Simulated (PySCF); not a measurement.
**Magnetisability: AlEt2(NH2), C$_{4}$H$_{12}$AlN**

Geometry:
| atom | x (Å) | y (Å) | z (Å) |
| --- | --- | --- | --- |
| Al1 | -0.079 | -0.117 | 0.018 |
| C2 | 1.902 | -0.122 | 0.365 |
| C3 | 2.362 | -1.338 | 1.182 |
| H4 | 2.197 | 0.795 | 0.893 |
| H5 | 2.473 | -0.103 | -0.574 |
| H6 | 3.443 | -1.334 | 1.329 |
| H7 | 1.885 | -1.347 | 2.161 |
| H8 | 2.096 | -2.264 | 0.675 |
| C9 | -1.040 | 1.621 | -0.301 |
| C10 | -2.254 | 1.470 | -1.227 |
| H11 | -0.352 | 2.363 | -0.732 |
| H12 | -1.382 | 2.068 | 0.642 |
| H13 | -2.783 | 2.417 | -1.351 |
| H14 | -1.947 | 1.121 | -2.212 |
| H15 | -2.958 | 0.744 | -0.823 |
| N16 | -0.984 | -1.649 | -0.010 |
| H17 | -1.957 | -1.761 | -0.267 |
| H18 | -0.623 | -2.564 | 0.232 |

Theory: PySCF 2.14.0, GIAO B3LYP/def2-SVP magnetisability, rotational g tensor and spin-rotation constants, non-relativistic, gas phase. Geometry: GFN2-xTB.

(1) How diamagnetic is it, and how anisotropic?

(2) Split it along the inertial axes a, b, c into diamagnetic and paramagnetic parts about the centre of mass, with the quadrupole moment.

(3) And the rotational g tensor?

Results:

(1) Isotropic -1282 × 10⁻³⁰ J/T², or -77.2 × 10⁻⁶ cm³/mol; principal values -1382, -1236, -1229 × 10⁻³⁰ J/T², anisotropy 149 × 10⁻³⁰ J/T² (root of half the summed squared differences of the principal values). The susceptibility is in cgs units.

(2) 
| axis | χ (10⁻⁶ cm³/mol) | diamagnetic (10⁻⁶ cm³/mol) | paramagnetic (10⁻⁶ cm³/mol) | summed x² of all electrons (Å²) | quadrupole Θ (D Å) |
| --- | --- | --- | --- | --- | --- |
| a | -81.8 | -366.5 | 284.7 | 229.2 | -4.29 |
| b | -74.3 | -1049.0 | 974.7 | 68.4 | +3.35 |
| c | -75.5 | -1262.5 | 1187.0 | 18.0 | +0.95 |

Anisotropies 2χaa − χbb − χcc = -13.9 and 2χbb − χaa − χcc = +8.9 × 10⁻⁶ cm³/mol. Θ is traceless in Buckingham's convention.

(3) 
```tsv
axis	rotational constant (GHz)	g	nuclear part	electronic part
a	4.8535	+0.0054	0.6545	-0.6491
b	1.3676	-0.0063	0.6200	-0.6262
c	1.1138	-0.0037	0.6174	-0.6211
```
Asymmetric top; isotopes 27Al, 12C, 1H, 14N; no vibrational averaging.
